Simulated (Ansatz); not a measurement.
`N[SiH2]OCF` at its PBE0-D4/def2-TZVP geometry, where that method's forces vanish. Charge 0, multiplicity 1.

```xyz
11

N     0.2776   -1.7547   -1.3086
Si   -0.4195   -0.7436   -0.1367
O     0.6352    0.4358    0.3849
C     0.2455    1.6653    0.8344
F    -0.3422    1.5633    2.0798
H     0.5353   -1.4184   -2.2215
H     0.8207   -2.5579   -1.0399
H    -1.5786   -0.0129   -0.7142
H    -0.8008   -1.6063    1.0031
H     1.1281    2.3006    0.9426
H    -0.5013    2.1288    0.1762
```

(1) What forces (eV/Å) does B3LYP-D4/def2-TZVPP give on these atoms in Ansatz 0.2.0? (Estimate.)

Answers

(1) Computed: 
```
N1   0.035 -0.046 -0.053
Si2 -0.220 -0.081  0.072
O3   0.101 -0.168 -0.072
C4   0.161  0.392 -0.285
F5  -0.187 -0.020  0.388
H6   0.016 -0.023 -0.019
H7   0.012 -0.016 -0.029
H8   0.072 -0.052  0.040
H9   0.018  0.057 -0.075
H10 -0.066 -0.026 -0.012
H11  0.057 -0.018  0.044
```

B3LYP here is the variant with VWN-RPA as its local correlation; programs differ in this.
